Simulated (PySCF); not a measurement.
Distances in Å between the heavy atoms of a computed structure (PBE0-D3(BJ)/def2-SVP; lower triangle, same order across):
```
C1    0.00
C2    1.50  0.00
Cl3   2.73  1.75  0.00
C4    2.54  1.34  2.69  0.00
Al5   4.37  2.95  3.39  1.93  0.00
Cl6   5.92  4.70  5.47  3.41  2.11  0.00
```

Hydrogens: 3 on C1, 1 on C4, 1 on Al5.

Charge 0, singlet.

Task: Which heavy atoms are bonded, and with what formal order?

Result: C1–C2 (single); C2–Cl3 (single); C2–C4 (double); C4–Al5 (single); Al5–Cl6 (single).

Task: Write the SMILES.

Result: `C/C(Cl)=[CH]/[AlH][Cl]`, C3H5AlCl2. Among its features: C=C double bond and C–Cl bond.

Task: Describe the place of each heavy atom.

Result: C1: allylic carbon; C2: vinylic C–Cl carbon; Cl3: vinyl chlorine; C4: alkene CH carbon; Al5: aluminium bonded to C, Cl and H; Cl6: chlorine bonded to Al.

Conformer computed: `[CH3:1]/[C:2]([Cl:3])=[CH:4]/[AlH:5][Cl:6]`: C2–C4–Al5–Cl6 176°.
